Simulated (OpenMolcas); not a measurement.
**Ionisation energies of niobium**

* Program: OpenMolcas
* Basis: ANO-R2 [7s5p4d2f1g]
* Scalar Hamiltonian: X2C, finite nucleus
* Spin-orbit coupling: RASSI with atomic mean-field integrals over the reference wave functions, term energies averaged over their components

Active shells in each charge state: the valence d shell, with orbitals averaged over the low states. Where CASPT2's correlated closed shells are named, they are those of the first ion.

A. CASSCF
B. SS-CASPT2, IPEA 0.25 Eh, imaginary shift 0.1 Eh (closed shells correlated: 4s 4p)
C. SS-CASPT2, IPEA 0.25 Eh, imaginary shift 0.1 Eh (closed shells correlated: 3d 4s 4p)
D. SS-CASPT2, IPEA 0.25 Eh, imaginary shift 0.1 Eh (closed shells correlated: none)
E. SS-CASPT2, IPEA 0 Eh, imaginary shift 0.1 Eh (closed shells correlated: 4s 4p)

Energies in eV between the lowest computed levels, named as in B; reference values from the NIST Atomic Spectra Database with their kind.

```
           From              To       A       B       C       D       E  Spin-orbit share in B                Reference
Nb2+ 4d³ ⁴F_3/2    Nb3+ 4d² ³F₂  24.256  25.094  25.079  24.602  25.197                 -0.036  25.040 (semi-empirical)
   Nb3+ 4d² ³F₂  Nb4+ 4d ²D_3/2  36.786  37.567  37.548  36.931  37.652                 +0.038        37.611 (measured)
 Nb4+ 4d ²D_3/2    Nb5+ 4p⁶ ¹S₀  49.476  50.237  50.216  49.476  50.310                 +0.135        50.573 (measured)
```

Error against the reference values, in %:

```tsv
From	Reference	A	B	C	D	E
Nb2+	semi-empirical	-3.1	+0.2	+0.2	-1.7	+0.6
Nb3+	measured	-2.2	-0.1	-0.2	-1.8	+0.1
Nb4+	measured	-2.2	-0.7	-0.7	-2.2	-0.5
```

Mean absolute error over the 2 measured values: A 0.96 eV, B 0.19 eV, C 0.21 eV, D 0.89 eV, E 0.15 eV. E lies closest.

The lowest level within the active space need not be the ion's true ground level.
